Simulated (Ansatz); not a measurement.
Reaction (formal exchange of groups at the Al–C bond): `C=[C]([AlH2])S` + `CB[SiH2]N` → `CB[SiH2][AlH2]` + `C=C(N)S`

Isolated molecules relaxed with PBE0-D4/def2-TZVP in Ansatz; ΔE leaves out vibrations. CCSD(T)/CBS adds triple-zeta CCSD(T) − MP2 to the extrapolated MP2 energy (def2 sets, frozen cores). DFT in def2-TZVPP. Each species was taken in one conformer, which may not be the lowest.

| level | ΔE (kJ/mol) | difference from CCSD(T)/CBS |
| --- | --- | --- |
| LDA (SPW92) | 43.6 | -42.9 |
| r2SCAN-D4 | 68.5 | -18.0 |
| B2PLYP | 84.5 | -2.0 |
| BLYP | 72.9 | -13.6 |
| r2SCAN0 | 73.1 | -13.4 |
| RPA@PBE/def2-TZVPP | 81.5 | -5.0 |
| HF/def2-SVP | 80.2 | -6.3 |
| MP2/def2-SVP | 65.3 | -21.2 |
| CCSD/def2-SVP | 60.9 | -25.6 |
| HF/CBS(def2) | 102.4 | 15.9 |
| CCSD(T)/CBS | 86.5 | 0 |

Largest T1 diagnostic among the species: 0.014.

From r2SCAN to r2SCAN0 (25 % exact exchange), in def2-TZVPP and without D4, ΔE moves by +4.5 kJ/mol. In def2-TZVPP, CCSD(T) changes the Hartree–Fock value by −17.4 kJ/mol (the triples alone add −3.2 kJ/mol) and MP2 by −8.7 kJ/mol.
